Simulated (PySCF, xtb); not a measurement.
CH3AlCl2S, SMILES C[S][Al]([Cl])[Cl].

GFN2-xTB in xtb at its own geometry gives an orbital gap of 3.32 eV and a dipole moment of 1.91 D.

The structure is a stationary point at B3LYP-D3(BJ)/def2-SVP. The values are those of a single conformer.

Question: What does PySCF with PBE/def2-TZVP give? (The exact figures need the calculation; the answer reports its results.)

Answer: gap 4.60 eV (levels -6.41 and -1.81 eV), dipole 2.08 D.
